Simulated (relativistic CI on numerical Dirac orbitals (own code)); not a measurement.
**Transition arrays of Nd¹⁷⁺**

Calculated at this level of theory: Dirac-Coulomb-Breit CI, KLI orbitals optimised for each configuration, a model potential for QED, valence Slater integrals scaled by 0.9, whole transition arrays (own radial code, finite nucleus).

Configuration list (outside the closed core [Ar] 3d10 4s2): 4p6 4d7, 4p6 4d6 4f, 4p5 4d8, 4p6 4d6 5p, 4p6 4d6 5f. Levels of other configurations are missing.

All E1 lines from the levels of 4p6 4d7; mean and standard deviation are weighted by gf, and upper levels are sorted by their leading configuration.

```csv
Upper configuration,Lines,Σgf,Mean (eV),Mean (nm),σ (eV),Strongest line (nm)
4p6 4d6 4f,3009,953.8,156.30,7.933,3.84,7.877
4p5 4d8,282,24.3,146.95,8.437,22.15,7.786
4p6 4d6 5p,1718,82.5,186.80,6.637,3.38,6.654
4p6 4d6 5f,2825,59.3,280.95,4.413,3.45,4.392
```

Σgf per state of the lower configuration in bins of 0.1 nm over the central range (centre: value): 4.35: 0.21, 4.45: 0.26, 6.45: 0.05, 6.55: 0.15, 6.65: 0.32, 6.75: 0.11, 7.45: 0.07, 7.55: 0.08, 7.65: 0.17, 7.75: 0.83, 7.85: 1.96, 7.95: 3.55, 8.05: 1.10, 8.15: 0.13.

(1) How do configuration mixing and the scaling of the Slater integrals move the arrays?

Results:

(1) Slater scale 0.9, no configuration mixing: 4p6 4d6 4f 151.5 ± 5.9 eV (Σgf 719.9), 4p5 4d8 131.9 ± 12.1 eV (Σgf 175.6), 4p6 4d6 5p 187.1 ± 3.3 eV (Σgf 102.4), 4p6 4d6 5f 280.7 ± 3.5 eV (Σgf 78.8); Slater scale 1: 4p6 4d6 4f 159.3 ± 4.0 eV (Σgf 976.5), 4p5 4d8 151.0 ± 22.9 eV (Σgf 22.8), 4p6 4d6 5p 186.4 ± 4.8 eV (Σgf 80.1), 4p6 4d6 5f 281.1 ± 3.7 eV (Σgf 58.7); Slater scale 0.8: 4p6 4d6 4f 153.3 ± 3.7 eV (Σgf 919.8), 4p5 4d8 147.2 ± 18.9 eV (Σgf 36.2), 4p6 4d6 5p 186.8 ± 3.1 eV (Σgf 85.8), 4p6 4d6 5f 280.8 ± 3.2 eV (Σgf 59.9). With mixing, levels are counted to their leading configuration, so an array can shrink or vanish into another, and the sums then hold other lines.
